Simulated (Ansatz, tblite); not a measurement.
Spin states of Mg₂Te₂, each relaxed with r2SCAN-D4/def2-SVP in Ansatz. Electronic energies in the gas phase.

In the def2 sets Te takes a core potential; there is no spin–orbit coupling. The xTB rows come from tblite. Correlated methods freeze 10 core orbitals; core or outer-core shells of Mg, Te are correlated, in sets that lack core-valence functions. The structure comes from a short search, and lower isomers may exist.

Singlet geometry (D2h within 0.1 Å):

```
atom   x (Å)   y (Å)   z (Å)
 Mg1  -1.008   0.966   0.133
 Mg2   1.008  -0.966  -0.133
 Te3   0.984   0.766   1.895
 Te4  -0.984  -0.766  -1.895
```

Triplet geometry (D2h within 0.1 Å):

```xyz
4

Mg   -0.915   -1.089    0.783
Mg    0.915    1.089   -0.783
Te   -0.292   -1.096   -1.866
Te    0.291    1.096    1.866
```

Quintet geometry (C2v within 0.1 Å):

```csv
atom,x (Å),y (Å),z (Å)
Mg1,1.030,1.592,0.178
Mg2,-1.626,-0.888,-0.443
Te3,0.937,-0.548,-1.820
Te4,-0.342,-0.156,2.085
```

⟨S²⟩: triplet 2.02 at PBE0-D4/def2-TZVP (pure 2.00), quintet 6.01 at PBE0-D4/def2-TZVP (pure 6.00).

Run but left out: LDA (SPW92)/def2-TZVP, PBE-D4/def2-TZVP (quintet: an occupied level 0.00 to 0.18 eV above an empty one).

Only these spin states were relaxed. The quintet has other bonds than the singlet, so the gap mixes isomer and spin.

```
              level  triplet − singlet (kJ/mol)  quintet − singlet (kJ/mol)  lowest of these
           GFN1-xTB                       173.4                       338.0          singlet
r2SCAN-D4/def2-TZVP                       141.4                       328.3          singlet
  PBE0-D4/def2-TZVP                       158.9                       329.3          singlet
  ωB97X-V/def2-TZVP                       212.5                       348.1          singlet
```

Task: Estimate the rows for GFN2-xTB, HF/def2-TZVP, MP2/def2-TZVP.

Result: 
```
        level  triplet − singlet (kJ/mol)  quintet − singlet (kJ/mol)  lowest of these                                  remarks
     GFN2-xTB                       195.4                       408.0          singlet                                        –
 HF/def2-TZVP                       145.3                       183.3          singlet  spin-contaminated (⟨S²⟩ 2.13) (triplet)
MP2/def2-TZVP                       215.3                       362.8          singlet  spin-contaminated (⟨S²⟩ 2.13) (triplet)
```

The xTB methods have no spin-polarisation term.
